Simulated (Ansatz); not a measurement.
Consider the atomization: `O1[SiH2][SiH2][SiH2]1` → 6 H• + O• + 3 Si•.

Gas-phase electronic energies from Ansatz, PBE0-D4/def2-TZVP geometries. CCSD(T)/CBS adds triple-zeta CCSD(T) − MP2 to the extrapolated MP2 energy (def2 sets, frozen cores). This one scheme is used for every species, atoms too. Open shells (•) are unrestricted, without spin–orbit coupling. Spin–orbit coupling would lower the free atoms: a little for O, Si.

`O1[SiH2][SiH2][SiH2]1`:

```xyz
10

O     0.127    0.018    1.513
Si   -0.712   -1.123    0.621
Si   -0.115   -0.016   -1.371
Si    0.804    1.136    0.467
H    -2.150   -1.132    1.001
H    -0.154   -2.482    0.849
H    -1.194    0.656   -2.141
H     0.822   -0.708   -2.294
H     2.284    1.151    0.602
H     0.289    2.501    0.753
```

```
                species  CCSD(T)/CBS(def2) energy (Eh)
`O1[SiH2][SiH2][SiH2]1`                     -946.07279
                     H•                       -0.50000
                     O•                      -75.00631
                    Si•                     -288.94402
```

Question: Work out ΔE.

Answer: ΔE = 6 × (-0.50000) + 3 × (-288.94402) + (-75.00631) − (-946.07279) = 1.23442 Eh = +3241.0 kJ/mol.

Largest T1 diagnostic among the species: 0.014.

The D4 term adds +41.7 kJ/mol with B3LYP and +21.7 kJ/mol with PBE0; it sums over pairs of atoms, weighted by their polarisabilities, and B3LYP, whose exchange is more repulsive, gets the larger term. In def2-TZVPP, CCSD(T) changes the Hartree–Fock value by +742.6 kJ/mol (the triples alone add +39.0 kJ/mol) and MP2 by +753.8 kJ/mol; breaking electron pairs costs correlation energy, which Hartree–Fock lacks. At CCSD(T), def2-SVP lies −275.8 kJ/mol from the extrapolated value and def2-TZVPP −96.8 kJ/mol: correlation converges slowly with the basis, and small sets miss more of it in the bonded molecule than in its fragments.

B3LYP here is the variant with VWN-RPA as its local correlation; programs differ in this.

For atomizations the MP2-based limit and the directly extrapolated one differ by several kJ/mol either way, and by 10 to 25 for some Ge, Se and Sn compounds, so smaller differences from it don't rank the levels.
